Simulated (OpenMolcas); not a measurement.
An OpenMolcas run meant for Si II (ANO-RCC-VDZP, DKH2; inactive shells 1s 2s 2p; intended active space 3 electrons in 9 orbitals (RAS2 3s 3p; RAS3 3d, at most 2 electrons)). One step of its input:

```
&CASPT2
Multistate=3 1 2 3
Frozen=1 0
IPEA=0.25
Shift=3.0
MaxIter=60
WThr=0.0 0.3 0.05
PrWF=0.5
NoMix
```

The run finished. Its levels beside those of a sound run (SS-RASPT2, IPEA 0.25 Eh, imaginary shift 0.1 Eh (closed shells correlated: 2s 2p)), in eV above each run's lowest level:

```json
{"Level": "3s² 3p ²P°_1/2", "This run": "0.0000", "Usual run": "0.0000"}
{"Level": "3s² 3p ²P°_3/2", "This run": "0.0322", "Usual run": "0.0322"}
{"Level": "3s 3p² ⁴P_1/2", "This run": "5.0323", "Usual run": "5.0766"}
{"Level": "3s 3p² ⁴P_3/2", "This run": "5.0434", "Usual run": "5.0877"}
{"Level": "3s 3p² ⁴P_5/2", "This run": "5.0617", "Usual run": "5.1060"}
{"Level": "3s 3p² ²D_3/2", "This run": "6.9949", "Usual run": "6.9963"}
{"Level": "3s 3p² ²D_5/2", "This run": "6.9957", "Usual run": "6.9972"}
```

Problem. Which setting is unsound, and how much does it matter here?

Solution. The level shift is far above the usual 0.1 to 0.3 hartree and damps the second-order energy. Against the sound run the excited levels shown move by 180 cm-1 on average and by 360 cm-1 at most.

Active for correlation alone: 3d; no level in the range computed is led by a configuration that fills it, so any true level of that kind is missing. Some terms mix strongly with configurations of 3d, whose occupation reaches 0.24 (3s 3p² ²D). Only configurations of the active space appear.

° marks odd parity.
